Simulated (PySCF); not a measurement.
Harmonic spectrum computed at PBE0 in the def2-TZVP basis family (core potentials from Rb on, PySCF, no spin–orbit coupling):

```csv
ω (cm⁻¹),"IR (km/mol, summed over degenerate members)",degeneracy
239,20.2,2
289,27.9,1
781,12.6,1
828,155,2
```

**Question.** Which molecule gave it? In each, all ligands are bound to the one heavy central atom.
A. AsF₃⁺ (doublet)
B. GeF₃⁺ (singlet)
C. SeF₃⁺ (singlet)
D. SF₃⁺ (singlet)
E. SnF₃⁺ (singlet)

**Answer.** A. It has C3v symmetry with As–F 1.655 Å (×3).
